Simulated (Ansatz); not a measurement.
Compare A (`N=C[Si](N)(O)F`) with its isomer B (`N[SiH](F)/N=C/O`).

Computed with Ansatz on PBE0-D4/def2-TZVP structures; ΔE is electronic, products minus reactants. CCSD(T)/CBS adds triple-zeta CCSD(T) − MP2 to the extrapolated MP2 energy (def2 sets, frozen cores). DFT in def2-TZVPP. B3LYP here is the variant with VWN-RPA as its local correlation; programs differ in this. One conformer a species, not always the lowest.

Question: Which isomer does CCSD(T)/CBS put lower? Give the gap. (Estimate.)

Answer: The calculation gave: A, by 55.4 kJ/mol.

Question: Give E(B) − E(A) in kJ/mol with HF/def2-TZVPP, B2PLYP, CCSD/def2-TZVPP, ωB97M-V, B3LYP, PBE-D4, MP2/def2-TZVPP. (Best estimate.)

Answer: The calculation gave: HF/def2-TZVPP 40.4, B2PLYP 43.7, CCSD/def2-TZVPP 54.0, ωB97M-V 46.5, B3LYP 39.5, PBE-D4 35.8, MP2/def2-TZVPP 49.4. None reverses the order clearly.

Largest T1 diagnostic: 0.013.

In def2-TZVPP, CCSD(T) changes the Hartree–Fock value by +12.8 kJ/mol (the triples alone add −0.8 kJ/mol) and MP2 by +9.0 kJ/mol. The D4 term adds +3.3 kJ/mol with B3LYP and +1.7 kJ/mol with PBE0; it sums over pairs of atoms, weighted by their polarisabilities, and B3LYP, whose exchange is more repulsive, gets the larger term.
